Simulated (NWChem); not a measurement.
System: CH$_{3}$ClSi, singlet; SMILES C[Si]Cl

```xyz
6

Si     0.7840    -0.5323     0.0031
Cl    -0.2146     1.3237    -0.0026
C     -0.7431    -1.6598     0.0035
H     -0.4623    -2.7246     0.0127
H     -1.3666    -1.4623    -0.8864
H     -1.3769    -1.4487     0.8831
```
Atoms are numbered in this order, from 1.

Level: PBE0/def2-SVP (NWChem), optimised geometry, unscaled harmonic frequencies. Low-valent species are run as closed-shell singlets; no triplet was tried in these runs.

```tsv
frequency (cm⁻¹)	IR intensity (km/mol)
72	0.1
232	4.4
508	90.7
553	0.9
662	64.4
764	30.9
1228	41.8
1397	6.7
1410	15.3
3033	0.3
3133	0.4
3160	4.0
```

The zero-point energy comes out as 23.1 kcal/mol. The thermal correction to the enthalpy at 298.15 K (with zero-point energy) is 26.7 kcal/mol, the heat capacity Cv is 14.1 cal/(mol K) and the entropy at 298.15 K and 1 atm (symmetry number 1) is 71.4 cal/(mol K). The dipole moment is 1.77 D.

Rigid rotor and harmonic oscillator; modes under 100 cm⁻¹ make the entropy uncertain.
